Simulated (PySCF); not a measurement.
# Ionisation energy of Sm⁵¹⁺ by level of theory

Sm⁵¹⁺ [Ne] 3s1 (2S) → Sm⁵²⁺ [Ne] (1S), as a difference of total energies. Computed with PySCF 2.14 in an uncontracted even-tempered set (17 s from 12 bohr⁻², ratio 2.5; 12 p from 15 bohr⁻², ratio 2.5; 4 d from 56 bohr⁻², ratio 2.7; 4 f from 84 bohr⁻², ratio 2.7), with the spin-free X2C one-electron Hamiltonian (Gaussian nucleus). Correlated levels: outer shells: 1s2 frozen; virtual orbitals above 40 to 60 times the deepest correlated orbital energy dropped. The calculations carry no spin-orbit coupling.

| method | ionisation energy (eV) |
| --- | --- |
| UHF | 4656.3 |
| LDA | 4659.4 |
| PBE | 4663.5 |
| PBE0 | 4661.8 |
| r2SCAN | 4655.3 |
| BP86 | 4662.1 |
| r2SCAN0 | 4655.7 |
| MP2 (outer shells) | 4657.0 |
| SCS-MP2 (outer shells) | 4656.9 |

Breit and QED terms and the two-electron picture change are absent.

For comparison: 4655 ± 4 eV (theoretical estimate listed by NIST; NIST Atomic Spectra Database, ionization energies).
